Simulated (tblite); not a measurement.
C6H5N2O (doublet state).
SMILES with atom numbers: `[N:1]#[C:2]/[CH:3]=[C:4](\[CH:5][OH:6])[CH2:7][C:8]#[N:9]` (hydrogens: H10 on C3; H11 on C5; H12 on O6; H13, H14 on C7)

The geometry is computed with GFN2-xTB (gas phase). This method treats the open shell by occupation alone, without spin polarisation.

(1) What internal coordinates does the optimisation give?

Answers

(1) 
```csv
bond,length (bohr)
N1≡C2,2.182
C2–C3,2.612
C3=C4,2.641
C4–C5,2.594
C5–O6,2.550
C4–C7,2.858
C7–C8,2.727
C8≡N9,2.159
C3–H10,2.041
C5–H11,2.045
O6–H12,1.820
"C7–H13, C7–H14",2.066
```

Bonds in one row agree within 0.02 bohr and their mean is given. A selection of angles:
```csv
angle,degrees
N1–C2–C3,179.4
C2–C3–C4,123.2
C2–C3–H10,117.0
C4–C3–H10,119.9
C3–C4–C5,121.7
C3–C4–C7,118.7
C5–C4–C7,119.6
C4–C5–O6,121.7
C4–C5–H11,119.8
O6–C5–H11,118.5
C5–O6–H12,111.2
C4–C7–C8,110.1
C4–C7–H13,110.5
C4–C7–H14,109.8
C8–C7–H13,108.4
C8–C7–H14,108.9
H13–C7–H14,109.1
C7–C8–N9,179.0
```

Dihedral angles: C2–C3–C4–C5 -2° (synperiplanar); C3–C4–C5–O6 180° (antiperiplanar); C3–C4–C7–C8 64° (synclinal); H12–O6–C5–C4 179° (antiperiplanar). The mirror-image conformer, all signs reversed, is as good.

The C–C distances run from 1.373 Å (C4–C5, drawn single in a drawing that doesn't fit all lengths) to 1.513 Å (C4–C7, drawn single in a drawing that doesn't fit all lengths), a spread of 0.140 Å. C3 (carbon bonded to 2 C and H) is planar (angles 123.2°, 119.9° and 117.0°, sum 360.0°, 0.00 Å off the plane of its three neighbours). C4 (carbon bonded to 3 C) is planar (angles 121.7°, 119.6° and 118.7°, sum 360.0°, 0.01 Å off the plane of its three neighbours). C5 (carbon bonded to C, O and H) is planar (angles 121.7°, 119.8° and 118.5°, sum 360.0°, 0.00 Å off the plane of its three neighbours). Of the pairs four or more bonds apart, O6···H14 is among the closest relative to their van der Waals radii: 2.34 Å, 86 % of the sum of Bondi's values.

Point group: C1 (no symmetry element, even within 0.4 Å). Its GFN2-xTB frequencies are all real (lowest 16 cm⁻¹). Torsions: C3–C4–C5–O6 180°, C4–C5–O6–H 179°, C3–C4–C7–C8 64°. 3 starts were optimised and ended at 0.00, 0.00 and 1.28 kcal/mol (GFN2-xTB); the lowest of these is shown.

Time: 0.68 s. Hardware: one thread of an Arm Neoverse V2, on a shared host. These figures are those of the optimisation.
